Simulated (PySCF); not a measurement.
# `C[N]([AlH3-])CC#CC#N`, [C$_{5}$H$_{8}$AlN$_{2}$]-, charge -1

Molfile (atoms numbered from 1):
```
C5H8AlN2
     RDKit          3D

 16 15  0  0  0  0  0  0  0  0999 V2000
   -0.7405    0.9428   -1.1646 C   0  0  0  0  0  0  0  0  0  0  0  0
   -0.8261    0.0456   -0.0513 N   0  0  0  0  0  0  0  0  0  0  0  0
   -1.7831   -1.5321    0.2309 Al  0  0  0  0  0  4  0  0  0  0  0  0
   -0.0979    0.4653    1.1089 C   0  0  0  0  0  0  0  0  0  0  0  0
    1.3217    0.3760    0.8653 C   0  0  0  0  0  0  0  0  0  0  0  0
    2.4502    0.2730    0.4256 C   0  0  0  0  0  0  0  0  0  0  0  0
    3.7441    0.1878    0.0397 C   0  0  0  0  0  0  0  0  0  0  0  0
    4.8546    0.1432   -0.2759 N   0  0  0  0  0  0  0  0  0  0  0  0
    0.2775    1.0137   -1.5830 H   0  0  0  0  0  0  0  0  0  0  0  0
   -1.4038    0.5631   -1.9411 H   0  0  0  0  0  0  0  0  0  0  0  0
   -1.0580    1.9680   -0.8982 H   0  0  0  0  0  0  0  0  0  0  0  0
   -2.6329   -1.2552    1.5816 H   0  0  0  0  0  0  0  0  0  0  0  0
   -0.7071   -2.6958    0.5111 H   0  0  0  0  0  0  0  0  0  0  0  0
   -2.6864   -1.7550   -1.0722 H   0  0  0  0  0  0  0  0  0  0  0  0
   -0.3730   -0.2298    1.9129 H   0  0  0  0  0  0  0  0  0  0  0  0
   -0.3470    1.4984    1.4296 H   0  0  0  0  0  0  0  0  0  0  0  0
  1  2  1  0
  2  3  1  0
  2  4  1  0
  4  5  1  0
  5  6  3  0
  6  7  1  0
  7  8  3  0
  1  9  1  0
  1 10  1  0
  1 11  1  0
  3 12  1  0
  3 13  1  0
  3 14  1  0
  4 15  1  0
  4 16  1  0
M  CHG  1   3  -1
M  END
```

Level of theory: GIAO KT3/aug-pcSseg-1 magnetisability, rotational g tensor and spin-rotation constants, non-relativistic, gas phase in PySCF. Geometry: GFN2-xTB.

For an ion the centre-of-mass motion in the field is neglected.

Q: Give the nuclear spin-rotation constants along the inertial axes (H = +C I·J) beside the isotropic shieldings.

A: Rotational constants 3.7132, 0.6890, 0.6599 GHz. A star marks the isotopologue with that one atom substituted, in its own axes.
| atom | isotope | Caa (kHz) | Cbb (kHz) | Ccc (kHz) | mean (kHz) | σ (ppm) |
| --- | --- | --- | --- | --- | --- | --- |
| N2 | 14N | 0.135 | 0.041 | 0.036 | 0.071 | 215.2 |
| Al3 | 27Al | 1.937 | 0.374 | 0.358 | 0.890 | 458.2 |
| N8 | 14N | 0.192 | 0.136 | 0.119 | 0.149 | 4.8 |
| H9 | 1H | 0.149 | -0.063 | -0.039 | 0.016 | 28.5 |
| H10 | 1H | -0.085 | -0.060 | -0.001 | -0.049 | 28.4 |
| H11 | 1H | -0.366 | -0.012 | -0.010 | -0.129 | 29.5 |
| H12 | 1H | -0.103 | -0.038 | 0.011 | -0.043 | 27.6 |
| H13 | 1H | -0.109 | 0.009 | -0.030 | -0.044 | 27.6 |
| H14 | 1H | -0.089 | -0.030 | -0.002 | -0.040 | 27.9 |
| H15 | 1H | -0.234 | 0.017 | -0.036 | -0.084 | 26.8 |
| H16 | 1H | -0.390 | 0.000 | -0.008 | -0.133 | 28.2 |
| C1 | 13C* | 0.794 | 0.099 | 0.126 | 0.340 | 143.6 |
| C4 | 13C* | 0.736 | 0.150 | 0.115 | 0.333 | 134.8 |
| C5 | 13C* | 0.394 | 0.264 | 0.205 | 0.288 | 89.6 |
| C6 | 13C* | 0.450 | 0.173 | 0.161 | 0.261 | 129.8 |
| C7 | 13C* | 0.241 | 0.281 | 0.239 | 0.254 | 79.7 |

For the geometry as given, no vibrational averaging.

Q: How do the rotational constants and the g tensor change when H9, H10, H11, H12, H13, H14, H15, H16 are replaced by deuterium?

A: Constants 2.9603, 0.6478, 0.6158 GHz; g -0.0482, -0.0268, -0.0271, against -0.0602, -0.0286, -0.0293 before.
